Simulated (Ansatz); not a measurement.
Reaction (ligand exchange at the Si–Cl bond): `N[SiH](N)Cl` + H₂S → `N[SiH](N)S` + HCl

Program: Ansatz. Geometries: PBE0-D4/def2-TZVP. ΔE: electronic, gas phase. CBS: MP2 limit from def2 TZ/QZ plus the TZ coupled-cluster correction, frozen cores. This one scheme is used for every species. DFT in def2-TZVPP. HSE06 is defined as in plane-wave codes. One conformer a species, not always the lowest.

`N[SiH](N)Cl`:

Z-matrix (Å, degrees):
```
Si
N 1 1.697
Cl 1 2.073 2 116.7
N 1 1.699 2 107.9 3 116.3
H 1 1.482 2 105.8 3 -115.6
H 2 1.007 1 120.2 3 82.6
H 2 1.008 1 120.5 3 -65.1
H 4 1.005 1 121.2 2 -154.5
H 4 1.006 1 120.9 2 52.5
```

H₂S:

Cartesian coordinates in Å:
```
S -0.356 0.458 -0.217
H -0.116 -0.801 -0.614
H 0.473 0.343 0.831
```

`N[SiH](N)S`:

```xyz
10

N     0.003   -0.748    1.371
Si    0.052   -0.182   -0.239
N    -1.277    0.868   -0.416
S     1.688    1.055   -0.886
H     0.026   -0.097    2.140
H     0.466   -1.611    1.606
H     0.126   -1.422   -1.059
H    -1.349    1.494   -1.200
H    -2.173    0.627   -0.027
H     2.437    0.016   -1.290
```

HCl:

Z-matrix (Å, degrees):
```
Cl
H 1 1.279
```

Q: Is it downhill or uphill in electronic energy at CCSD(T)/CBS, and by how much? (Estimate.)

A: Computed: Uphill: ΔE = +11.1 kcal/mol.

Q: What do these levels give: r2SCAN-D4, B97M-V, HSE06-D4, CAM-B3LYP-D4, PBE-QIDH, BLYP, r2SCAN, HSE06, LC-ωPBE, HF/def2-SVP, MP2/def2-TZVPP, HF/CBS(def2)? (Estimate.)

A: Computed: r2SCAN-D4 11.2, B97M-V 11.5, HSE06-D4 10.5, CAM-B3LYP-D4 12.0, PBE-QIDH 11.1, BLYP 11.7, r2SCAN 11.3, HSE06 10.9, LC-ωPBE 11.3, HF/def2-SVP 14.3, MP2/def2-TZVPP 11.1, HF/CBS(def2) 14.0 kcal/mol.

Largest T1 diagnostic among the species: 0.010.

From BLYP to BHLYP (50 % exact exchange), in def2-TZVPP and without D4, ΔE moves by +1.0 kcal/mol. Leaving LDA and LC-ωPBE aside and taking each functional with its dispersion term where it has one, the values, not all of them listed here, spread over 2.5 kcal/mol, from revPBE-D4 to BHLYP-D4. In def2-TZVPP, CCSD(T) changes the Hartree–Fock value by −2.9 kcal/mol (the triples alone add −0.4 kcal/mol) and MP2 by −2.8 kcal/mol.
